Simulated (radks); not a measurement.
Problem. Ionisation of the praseodymium ion Pr3+, [Xe] 4f2, to [Xe] 4f1 as the strength of local exchange is varied. Method: scalar-relativistic Kohn-Sham, Slater X-alpha exchange (alpha = 2/3 is LDA exchange), no correlation, spin-polarised, spherical densities, point nucleus; open shells are filled with parallel spins first (spin-orbit coupling, left out, can overturn this in heavy ions); computed with a radial shooting solver on a logarithmic mesh with Libxc functionals.

alpha  E(Pr3+) (hartree)  exchange (hartree)  IE (eV)  -e of the level emptied (eV)  <r> of it (bohr)
0.591         -9200.5775           -178.9934   35.699                   26.838 (4f)             1.036
0.627         -9211.5221           -190.1121   36.828                   27.875 (4f)             1.024
0.667         -9223.6972           -202.4950   38.101                   29.049 (4f)             1.011
0.989         -9322.2642           -303.2748   48.987                   39.229 (4f)            0.9254
1.006         -9327.4955           -308.6497   49.593                   39.801 (4f)            0.9217
?             -9278.3686           -258.2778   44.015                   34.553 (4f)            0.9596

Which alpha was used in the last row?

Solution. alpha = 0.846. NIST Atomic Spectra Database: 38.98 eV (semi-empirical). The Delta-SCF value meets it near alpha = 0.69. Open shells are spherical and high-spin; term and fine-structure splittings are not resolved. Spin-orbit splitting is averaged out at the scalar-relativistic level.
